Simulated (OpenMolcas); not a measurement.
**Ru4+ in a point-charge field**

Ru4+ among 6 point charges of -1.7 e arranged as a trigonal antiprism (D3d), 1.84 Å from the ion, with a polar angle of 55.3° against the regular 54.74°.

| Quantity | Value |
| --- | --- |
| Program | OpenMolcas |
| Method | SS-CASPT2, IPEA 0.25 Eh, imaginary shift 0.1 Eh (closed shells correlated: 4s 4p) |
| Basis | ANO-RCC-VDZP [6s5p3d1f] |
| Scalar Hamiltonian | DKH2, point nucleus |
| Active space | 4 electrons in 5 orbitals (4d) |
| State averaging | 2S+1 = 5 even, 5 roots; 2S+1 = 3 even, 45 roots; 2S+1 = 1 even, 50 roots |
| Spin-orbit coupling | RASSI with atomic mean-field integrals over the reference wave functions |

The lowest spin-free states (labels of D3, the rotations of D3d), above the lowest:

```
State  Degeneracy  E (cm-1)  Free-ion L (%)
   5E           2         0         D (100)
   5E           2      9940         D (100)
  5A1           1     10700         D (100)
  3A2           1     11310          H (48)
   3E           2     11610          H (48)
   3E           2     19070          H (91)
   3E           2     19090          H (45)
  3A2           1     19370          H (44)
  3A1           1     19760          F (50)
   3E           2     19930          F (51)
   1E           2     20360          G (51)
  1A1           1     20590          G (50)
  3A2           1     21100         F (100)
  3A1           1     21500          G (99)
   1E           2     21710          I (74)
   3E           2     24490          G (65)
  1A1           1     24840          G (41)
  3A2           1     27730          H (62)
   3E           2     27970          H (59)
  1A1           1     27980          I (60)
```

The lowest levels with spin-orbit coupling:

```csv
E (cm-1),Degeneracy,Label,2S+1,g
0,1,A1,5,
190,1,A2,5,
260,2,E,5,0.00 0.00 0.86
460,2,E,5,0.00 0.00 0.32
560,1,A1,5,
600,2,E,5,0.00 0.00 3.41
720,1,A2,5,
9980,1,A1,5,
10000,1,A2,5,
10070,2,E,5,0.00 0.00 2.83
10160,2,E,5,0.00 0.00 0.14
10180,1,A1,5,
10760,1,A2,5,
10870,2,E,5,0.00 0.00 7.45
10930,1,A1,3,
11400,2,E,5,0.00 0.00 7.16
11660,2,E,5,0.00 0.00 4.55
11700,1,A1,5,
11710,2,E,3,0.00 0.00 1.74
11940,1,A2,3,
```

Powder χT (cm3 K/mol): 0.0262 at 2 K, 0.131 at 10 K, 0.653 at 50 K, 1.23 at 100 K, 1.88 at 200 K, 2.17 at 300 K. The effective moment at 300 K is 2.828 √(χT) = 4.17 μB.

The lowest level has 2S+1 = 5, for which the spin-only value is χT = S(S+1) / 2 = 3.000 cm3 K/mol (g = 2). The computed 2.175 at 300 K differs by -0.825, through orbital momentum, spin-orbit coupling and any other state in reach.

Roots that are degenerate in the reference are averaged as groups; the widest CASPT2 spread within a group is 340 cm-1 (the 2-fold group of multiplicity 1 near 78000 cm-1 above the lowest state of its run). Shifts and gaps below about the spread of the groups concerned are not significant. An orbital doublet at a regular site is open to a Jahn-Teller distortion, which this geometry leaves out. This shell can be high or low spin here, a state of another spin lies low, and with metal d orbitals alone active their balance is uncertain, so the ground spin may be wrong. Point charges give a weaker field than real ligands, and real ions of this kind are as a rule low spin; the high spin found here belongs to the model. Free-ion shares, where given, are those of the reference states; single-state CASPT2 does not remix them. This is an electrostatic model: the charges have no orbitals. No measured value stands beside these numbers.

With an even number of electrons the g values are those of a degenerate or nearly degenerate non-Kramers pair.
